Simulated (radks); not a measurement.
All-electron atom: S V in [Ne] 3s2. Method: scalar-relativistic Kohn-Sham, AM05, spin-polarised, spherical densities, finite nucleus; Fermi nuclear charge, rms radius 3.2611 fm; computed with a radial shooting solver on a logarithmic mesh with Libxc functionals. Some entries of the table are withheld. Estimate them.

orbital,occ.,eigenvalue (eV),<r^2> (bohr^2),r(max) (bohr)
1s,2,-2459.972,(1),0.06343
2s,2,-270.3082,0.2717,0.3884
2p,6,-215.9093,(2),(3)
3s,2,(4),(5),1.311

Answer. 
(1) 1s <r^2> (bohr^2): 0.01268
(2) 2p <r^2> (bohr^2): 0.2414
(3) 2p r(max) (bohr): 0.3248
(4) 3s eigenvalue (eV): -65.7969
(5) 3s <r^2> (bohr^2): 2.452
